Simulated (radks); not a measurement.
Values are calculated unless marked as measured or tabulated.
Trend from Mg to Ar: ionisation energy by Delta-SCF between NIST ground configurations, and size. Code: a radial shooting solver on a logarithmic mesh with Libxc functionals. Model: non-relativistic Kohn-Sham, r2SCAN, spin-polarised, spherical densities, point nucleus; open shells are filled with parallel spins first; meta-GGA in the generalised Kohn-Sham scheme.

| species | configuration | IE (eV) | NIST (eV) | kind | -e(HOMO) (eV) | outermost | <r> outermost (bohr) | r at 0.001 e/bohr^3 (bohr) |
|---|---|---|---|---|---|---|---|---|
| Mg | [Ne] 3s2 | 7.369 | 7.646 | exp. | 4.811 (3s) | 3s | 3.18 | 4.55 |
| Al | [Ne] 3s2 3p1 | 5.908 | 5.986 | exp. | 3.065 (3p) | 3p | 3.37 | 4.57 |
| Si | [Ne] 3s2 3p2 | 8.423 | 8.152 | exp. | 4.846 (3p) | 3p | 2.72 | 4.42 |
| P | [Ne] 3s2 3p3 | 10.915 | 10.487 | exp. | 6.696 (3p) | 3p | 2.31 | 4.21 |
| S | [Ne] 3s2 3p4 | 9.953 | 10.360 | exp. | 5.888 (3p) | 3p | 2.12 | 4.05 |
| Cl | [Ne] 3s2 3p5 | 13.116 | 12.968 | exp. | 8.302 (3p) | 3p | 1.86 | 3.88 |
| Ar | [Ar] | 16.171 | 15.760 | exp. | 10.727 (3p) | 3p | 1.66 | 3.72 |

Reference values: NIST Atomic Spectra Database (exp. = measured, semi-emp. = semi-empirical, theory = theoretical value adopted there). Open shells are spherical and high-spin; term and fine-structure splittings are not resolved.
